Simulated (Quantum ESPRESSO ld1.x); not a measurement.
Values are calculated unless marked as measured or tabulated.
Initial-state core-level shifts of the hafnium ion Hf+ when its valence configuration changes from [Xe] 4f14 5d1 6s2. Level of theory: scalar-relativistic Kohn-Sham, LDA (Slater exchange, Perdew-Zunger correlation), spin-polarised, spherical densities, point nucleus; open shells are filled with parallel spins first (ld1.x of Quantum ESPRESSO 7.5). Shifts are changes of the shell-averaged eigenvalues in eV (positive: less bound).

valence,2s,3p,3d,4d
4f14 5d2 6s1,+2.507,+2.460,+2.473,+2.485
4f13.5 5d1 6s2 6p0.5,-6.710,-7.201,-7.156,-6.637
4f14 5d0.5 6s2 6p0.5,-2.097,-2.062,-2.071,-2.079
4f13.5 5d1 6s1 6p1.5,-7.993,-8.482,-8.438,-7.925
4f13 5d2 6s2,-9.280,-10.375,-10.264,-9.131
4f14 5d1 6p2,-2.781,-2.772,-2.773,-2.787
4f13.5 5d1.5 6s2,-4.556,-5.082,-5.028,-4.506
4f14 6s1 6p2,-5.510,-5.430,-5.449,-5.472
4f12 5d3 6s2,-19.213,-21.572,-21.335,-18.707
